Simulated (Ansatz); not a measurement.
A series at Y: from `[NH2][Y]([NH2])[NH2]`, ligands are replaced one by one, each step taking up HCl and setting free NH₃; n counts the steps. Ansatz, PBE0-D4/def2-TZVP geometries. Each molecule was computed in one conformer, which needn't be the lowest.

```csv
n,molecule,"HOMO energy, ωB97M-V/def2-TZVPP (eV)"
0,`[NH2][Y]([NH2])[NH2]`,-8.69
1,`[NH2][Y]([NH2])[Cl]`,?
2,`[NH2][Y]([Cl])[Cl]`,-10.03
3,`[Cl][Y]([Cl])[Cl]`,-11.36
```

**Question.** By hand: fit a straight line y = ȳ + b (n − n̄) to the 3 given rows and predict n = 1.

**Answer.** n̄ = 1.667, ȳ = -10.027; Σ(n − n̄)(y − ȳ) = -4.007, Σ(n − n̄)² = 4.667, so b = -0.859 eV a step. Prediction: -10.027 + (-0.859) × (-0.667) = -9.45 eV.

**Question.** By hand: compare with the computed value, -9.37 eV, and give the steps along the whole series.

**Answer.** The line misses by 0.08 eV (computed minus predicted). Steps: -0.68, -0.66, -1.33 eV.

The steps differ by up to 0.67 eV without a steady trend. The highest orbital can change its character along such a series. The miss is 3.0 % of the series' range.
